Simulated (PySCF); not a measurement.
Computed IR spectrum (relative IR intensity) of a molecule C4H7Cl. Geometry: PBE-D3(BJ)/def2-SVP. One conformer was computed; it need not be the lowest. Computed with PBE-D3(BJ)/def2-SVP (PySCF). Frequencies are harmonic and unscaled.

| ν (cm⁻¹) | relative intensity |
|---|---|
| 301 | 6.8 |
| 550 | 41 |
| 810 | 15 |
| 838 | 3.2 |
| 907 | 11 |
| 912 | 3.6 |
| 989 | 33 |
| 1035 | 14 |
| 1079 | 16 |
| 1175 | 100 |
| 1297 | 4.8 |
| 1355 | 12 |
| 1371 | 16 |
| 1399 | 9.2 |
| 1416 | 15 |
| 1439 | 17 |
| 2972 | 42 |
| 3062 | 22 |
| 3068 | 57 |
| 3168 | 5.6 |

**Question.** Pick the molecule that these values belong to.
(A) ClC1CCC1
(B) C=CCCCl
(C) C/C=C(\C)Cl
(D) CC1(Cl)CC1

**Answer.** D, CC1(Cl)CC1
